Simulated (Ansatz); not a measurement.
Reaction (cleavage of the Si–Ga bond): `S[SiH2][GaH2]` + CH₃OH → `CO[SiH2]S` + `[GaH3]`

Computed with Ansatz on PBE0-D4/def2-TZVP structures; ΔE is electronic, products minus reactants. CBS: MP2 limit from def2 TZ/QZ plus the TZ coupled-cluster correction, frozen cores. This one scheme is used for every species. DFT in def2-TZVPP. B3LYP here is the variant with VWN-RPA as its local correlation; programs differ in this. For Ga outer-core shells are correlated without core-valence functions, which leaves a few kJ/mol of doubt a bond. Scalar relativity is left out up to krypton. One conformer a species, not always the lowest.

`S[SiH2][GaH2]`:

Z-matrix (Å, degrees):
```
Si
Ga 1 2.400
S 1 2.165 2 100.7
H 1 1.486 2 115.4 3 110.2
H 1 1.490 2 117.4 3 -120.5
H 2 1.574 1 117.7 3 69.5
H 2 1.570 1 122.5 3 -102.5
H 3 1.344 1 95.0 2 -58.5
```

CH₃OH:

Cartesian coordinates in Å:
```
C 0.217 -0.265 -0.099
O -0.808 0.693 -0.235
H 0.284 -0.797 -1.048
H 0.003 -0.998 0.688
H 1.192 0.194 0.104
H -0.888 1.173 0.591
```

`CO[SiH2]S`:

Cartesian coordinates in Å:
```
C 0.000 -0.756 -1.498
O -0.392 0.241 -0.580
Si -0.108 0.121 1.029
S -0.581 1.954 1.982
H -0.144 -0.365 -2.506
H 1.055 -1.026 -1.376
H -0.608 -1.660 -1.386
H 1.320 -0.245 1.233
H -0.987 -0.888 1.674
H 0.445 2.623 1.429
```

`[GaH3]`:

```xyz
4

Ga    0.000    0.000    0.001
H     0.894    1.196   -0.481
H     0.483   -1.477   -0.215
H    -1.377    0.281    0.696
```

```json
{"level": "revPBE-D4", "ΔE (kcal/mol)": "-14.0", "difference from CCSD(T)/CBS": "4.1"}
{"level": "B3LYP-D4", "ΔE (kcal/mol)": "-18.3", "difference from CCSD(T)/CBS": "-0.2"}
{"level": "BHLYP-D4", "ΔE (kcal/mol)": "-20.1", "difference from CCSD(T)/CBS": "-2.0"}
{"level": "B2PLYP", "ΔE (kcal/mol)": "-19.7", "difference from CCSD(T)/CBS": "-1.6"}
{"level": "PBE", "ΔE (kcal/mol)": "-13.5", "difference from CCSD(T)/CBS": "4.6"}
{"level": "RPA@PBE/def2-TZVPP", "ΔE (kcal/mol)": "-18.8", "difference from CCSD(T)/CBS": "-0.7"}
{"level": "HF/def2-SVP", "ΔE (kcal/mol)": "-20.8", "difference from CCSD(T)/CBS": "-2.7"}
{"level": "MP2/def2-QZVPP", "ΔE (kcal/mol)": "-20.0", "difference from CCSD(T)/CBS": "-1.9"}
{"level": "SCS-MP2/def2-QZVPP", "ΔE (kcal/mol)": "-20.9", "difference from CCSD(T)/CBS": "-2.8"}
{"level": "MP2/CBS(def2)", "ΔE (kcal/mol)": "-19.5", "difference from CCSD(T)/CBS": "-1.4"}
{"level": "CCSD(T)/CBS", "ΔE (kcal/mol)": "-18.1", "difference from CCSD(T)/CBS": "0"}
```

Largest T1 diagnostic among the species: 0.013.

From PBE to PBE0 (25 % exact exchange), in def2-TZVPP and without D4, ΔE moves by −1.7 kcal/mol. Leaving LDA and LC-ωPBE aside and taking each functional with its dispersion term where it has one, the values, not all of them listed here, spread over 7.5 kcal/mol, from CAM-B3LYP-D4 to PBE-D4. LDA lies −2.0 kcal/mol from PBE without D4. In def2-TZVPP, CCSD(T) changes the Hartree–Fock value by +5.2 kcal/mol (the triples alone add +0.6 kcal/mol) and MP2 by +3.7 kcal/mol.
